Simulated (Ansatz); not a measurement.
Basis-set extrapolation for CH₆FNOSi, SMILES `NC(O)(F)[SiH3]` (PBE0-D4/def2-TZVP geometry, frozen core, Ansatz). Multiplicity 1, RHF reference.

```
                      def2-TZVPP   def2-QZVPP
                 HF  -559.162089  -559.183334
    MP2 correlation    -0.996796    -1.076834
CCSD(T) correlation    -1.069062      not run
```

Energies in hartree. Use E(X) = E(∞) + A·exp(−7.88·√X) for Hartree–Fock and E(X) = E(∞) + B·X^(−2.97) for correlation, with X = 3 and 4, and add CCSD(T) minus MP2 of the smaller set to the MP2 limit.

What is the CCSD(T) energy at the basis-set limit?

HF limit: -559.183334 + (-0.021245) × 0.13774 = -559.18626. MP2 limit: -1.076834 + (-0.080038) × 0.74074 = -1.13612. Higher-order term: -1.069062 − (-0.996796) = -0.07227. Total: -560.39465 hartree, 102.6 kcal/mol below CCSD(T)/def2-TZVPP.
